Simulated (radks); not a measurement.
Problem. All-electron atom: Kr8+ in [Ar] 3d10. Method: non-relativistic Kohn-Sham, LB94 model potential, spin-polarised, spherical densities, point nucleus; computed with a radial shooting solver on a logarithmic mesh with Libxc functionals. Some entries of the table are withheld. Estimate them.

orbital,occ.,eigenvalue (eV),<r> (bohr)
1s,2,-14141.78,(1)
2s,2,-1976.174,0.1872
2p,6,-1806.040,0.1612
3s,2,-403.0400,0.5406
3p,6,(2),(3)
3d,10,(4),0.5403

Solution. 
(1) 1s <r> (bohr): 0.04238
(2) 3p eigenvalue (eV): -342.1320
(3) 3p <r> (bohr): 0.5426
(4) 3d eigenvalue (eV): -232.5245
